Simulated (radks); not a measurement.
The numbers below are computed, except where a source is named.
Question: Isoelectronic series with 40 electrons, all held in the configuration [Kr] 4d2 5s2, which need not be the ground one along the series. Code: a radial shooting solver on a logarithmic mesh with Libxc functionals. Model: Dirac Kohn-Sham, PBE, spin-unpolarised, spherical densities, finite nucleus; open shells are shared between the two j in proportion to 2j + 1; Fermi nuclear charge, rms radius of each element as measured or else 0.836 A^(1/3) + 0.57 fm. Total energies (hartree) and mean radii <r> (bohr):

| ion | E (hartree) | 4d5/2 | 4d3/2 |
|---|---|---|---|
| Zr | -3598.91413 | 2.310 | 2.281 |
| Ru4+ | -4526.69433 | 1.307 | 1.298 |
| Pd6+ | -5035.19054 | 1.124 | 1.116 |
| Cd8+ | -5573.71013 | 0.9934 | 0.9863 |
| Sn10+ | -6142.54276 | 0.8939 | 0.8873 |
| Te12+ | -6742.00869 | 0.8146 | 0.8083 |
| Xe14+ | -7372.47468 | 0.7495 | 0.7434 |
| Ba16+ | -8034.3300 | 0.6949 | 0.6888 |
| Ce18+ | -8728.0041 | 0.6482 | 0.6422 |
| Nd20+ | -9453.9581 | 0.6077 | 0.6017 |
| Sm22+ | -10212.6570 | 0.5722 | 0.5663 |
| Gd24+ | -11004.6822 | 0.5409 | 0.5349 |
| Dy26+ | -11830.5944 | 0.5129 | 0.5069 |
| Er28+ | -12691.0260 | 0.4878 | 0.4817 |
| Yb30+ | -13586.6186 | 0.4651 | 0.4590 |
| Hf32+ | -14518.1156 | 0.4444 | 0.4383 |
| W34+ | -15486.2950 | 0.4256 | 0.4194 |
| Os36+ | -16491.9566 | 0.4083 | 0.4020 |
| Pt38+ | -17536.0575 | 0.3924 | 0.3860 |

Estimate the row of Mo2+.

Answer: E (hartree) -4047.98585; 4d5/2 1.603; 4d3/2 1.590.
